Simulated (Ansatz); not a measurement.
Ansatz (a quantum-chemistry and plane-wave program) input (CCSD(T)/aug-cc-pV(D+d)Z):
A basis named .json is the Basis Set Exchange file of that set.

Ansatz 0.2 input:
```yaml
crystal:
  periodic: [false, false, false]
  atoms:
    - {symbol: Si, position_ang: [-0.00655979, -0.00660061, 0.03377805]}
    - {symbol: C, position_ang: [1.81005133, 0.28235701, -0.32672926]}
    - {symbol: C, position_ang: [-0.66537564, -1.32710877, -1.12197188]}
    - {symbol: C, position_ang: [-0.98031190, 1.57524973, -0.13658726]}
    - {symbol: O, position_ang: [-0.21514214, -0.46907199, 1.61903291]}
    - {symbol: H, position_ang: [1.95662686, 0.62399704, -1.35460299]}
    - {symbol: H, position_ang: [2.39402677, -0.63305187, -0.20011566]}
    - {symbol: H, position_ang: [2.22642799, 1.03958842, 0.34109159]}
    - {symbol: H, position_ang: [-0.56925146, -1.01827104, -2.16605334]}
    - {symbol: H, position_ang: [-1.72121359, -1.52707749, -0.92710693]}
    - {symbol: H, position_ang: [-0.12002940, -2.26763346, -1.00776809]}
    - {symbol: H, position_ang: [-2.03563239, 1.40963974, 0.08941781]}
    - {symbol: H, position_ang: [-0.91106286, 1.97078312, -1.15265252]}
    - {symbol: H, position_ang: [-0.60648730, 2.33883707, 0.54853743]}
    - {symbol: H, position_ang: [0.21338687, -1.27481491, 1.91582708]}
basis:
  gaussian:
    orbitals: aug-cc-pV_D+d_Z.json
magnetization: {spin_polarized: false}
correlation: {method: ccsd_t, electrons: outside_noble_gas}
output: {forces: true}
```

Output:

```
Functional definition: HF
integrals: 1.23 GiB planned
2117 factors; integrals over basis functions are off by at most 1.2e-3 eV
1.25 GiB of device memory are held for the factors and their scratch space
mean field: 1.29 GiB planned
mean field evaluation 1: about -13146.0727 eV, gradient 5.1e1 eV
mean field evaluation 2: about -13146.1357 eV, gradient 5.1e1 eV
mean field evaluation 4: about -13152.1890 eV, gradient 4.8e0 eV
mean field evaluation 8: about -13152.2656 eV, gradient 2.4e-1 eV
mean field evaluation 16: about -13150.9284 eV, gradient 2.4e1 eV
mean field -13152.26596430 eV, -483.3368592620 hartree, gradient 6.0e-6 eV, S^2 0.000000; 0 other end points of the search recorded, 0 dependent functions left out
9 core orbitals not correlated
reference -13152.26596430 eV, -483.3368592620 hartree; 16, 16 occupied and 189, 189 virtual orbitals, 2117 factors
densities: 9.21 GiB planned
second order -20.87068828 eV of doubles, -0.00000000 eV of singles
coupled cluster: 6.89 GiB planned
cycle   1  -21.94471669 eV  change    -1.1e0 eV  update   9.9e-2
cycle   2  -22.45982600 eV  change   -5.2e-1 eV  update   2.8e-2
cycle   3  -22.57179139 eV  change   -1.1e-1 eV  update   1.3e-2
cycle   4  -22.57149541 eV  change    3.0e-4 eV  update   2.8e-3
cycle   5  -22.57069857 eV  change    8.0e-4 eV  update   1.0e-3
cycle   6  -22.57077510 eV  change   -7.7e-5 eV  update   2.7e-4
cycle   7  -22.57073842 eV  change    3.7e-5 eV  update   1.1e-4
cycle   8  -22.57072599 eV  change    1.2e-5 eV  update   3.4e-5
cycle   9  -22.57072911 eV  change   -3.1e-6 eV  update   1.2e-5
perturbative correction -0.70010756 eV, -0.0257284783 hartree
the calculation of the forces begins
1.25 GiB of device memory are held for the factors and their scratch space
Total energy: -13175.53680098 eV, -484.1920467363 hartree
Atom 0 at    -0.006560    -0.006601     0.033778 Å, force     0.123519     0.089710    -0.566051 eV/Å
Atom 1 at     1.810051     0.282357    -0.326729 Å, force    -0.293644    -0.040205     0.043281 eV/Å
Atom 2 at    -0.665376    -1.327109    -1.121972 Å, force     0.107265     0.220456     0.172075 eV/Å
Atom 3 at    -0.980312     1.575250    -0.136587 Å, force     0.148618    -0.256064     0.055624 eV/Å
Atom 4 at    -0.215142    -0.469072     1.619033 Å, force    -0.242892    -0.000571     0.757227 eV/Å
Atom 5 at     1.956627     0.623997    -1.354603 Å, force     0.076005     0.157744    -0.469068 eV/Å
Atom 6 at     2.394027    -0.633052    -0.200116 Å, force     0.263143    -0.415951     0.056260 eV/Å
Atom 7 at     2.226428     1.039588     0.341092 Å, force     0.192349     0.345524     0.303784 eV/Å
Atom 8 at    -0.569251    -1.018271    -2.166053 Å, force     0.039468     0.133989    -0.480806 eV/Å
Atom 9 at    -1.721214    -1.527077    -0.927107 Å, force    -0.482114    -0.092996     0.087110 eV/Å
Atom 10 at    -0.120029    -2.267633    -1.007768 Å, force     0.249020    -0.425133     0.051723 eV/Å
Atom 11 at    -2.035632     1.409640     0.089418 Å, force    -0.482304    -0.069745     0.100713 eV/Å
Atom 12 at    -0.911063     1.970783    -1.152653 Å, force     0.030474     0.182161    -0.463527 eV/Å
Atom 13 at    -0.606487     2.338837     0.548537 Å, force     0.166867     0.352331     0.309262 eV/Å
Atom 14 at     0.213387    -1.274815     1.915827 Å, force     0.104226    -0.181250     0.042393 eV/Å
Dipole moment:     0.150716    -0.159776    -0.145783 e Å
```
